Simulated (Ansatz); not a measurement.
Reaction (ligand exchange at the Si–Br bond): `S[Si]Br` + HCl → `S[Si]Cl` + HBr

Gas-phase electronic energies from Ansatz, PBE0-D4/def2-TZVP geometries. CCSD(T)/CBS adds triple-zeta CCSD(T) − MP2 to the extrapolated MP2 energy (def2 sets, frozen cores). This one scheme is used for every species. DFT in def2-TZVPP. For Br outer-core shells are correlated without core-valence functions, which leaves a few kJ/mol of doubt a bond. Scalar relativity is left out up to krypton. One conformer a species, not always the lowest.

`S[Si]Br`:

Cartesian coordinates in Å:
```
S -0.598 0.929 -0.278
Si 0.143 -0.988 0.290
Br 2.340 -0.481 0.169
H -1.884 0.541 -0.180
```

HCl:

Z-matrix (Å, degrees):
```
Cl
H 1 1.279
```

`S[Si]Cl`:

Cartesian coordinates in Å:
```
S 0.932 -0.008 0.641
Si -0.670 0.256 -0.745
Cl -1.943 -1.196 0.045
H 1.680 0.948 0.059
```

HBr:

```xyz
2

Br    0.419    0.573   -0.023
H    -0.419   -0.573    0.023
```

```tsv
level	ΔE (eV)
LDA (SPW92)	0.01
BHLYP-D4	0.01
BLYP	-0.01
r2SCAN	0.01
PBE0	0.02
r2SCAN0	0.02
LC-ωPBE	-0.01
HF/CBS(def2)	-0.01
```

Problem. What does CCSD(T)/CBS give? (Estimate.)

Solution. Ansatz gave: +0.03 eV. The listed levels differ from it by -0.02, -0.02, -0.04, -0.02, -0.01, -0.01, -0.04, -0.04 eV.

Problem. What do rigid-rotor, harmonic-oscillator terms from PBE0-D4/def2-TZVP frequencies (298.15 K, 1 bar) make of the CCSD(T)/CBS value? (Estimate.)

Solution. The calculation gave: ΔZPE = -0.01 eV, ΔH = +0.01 eV, ΔS = 0 J/(mol·K), ΔG = +0.01 eV.

Largest T1 diagnostic among the species: 0.014.

Leaving LDA and LC-ωPBE aside and taking each functional with its dispersion term where it has one, the values, not all of them listed here, spread over 0.06 eV, from B97M-V to HSE06-D4.
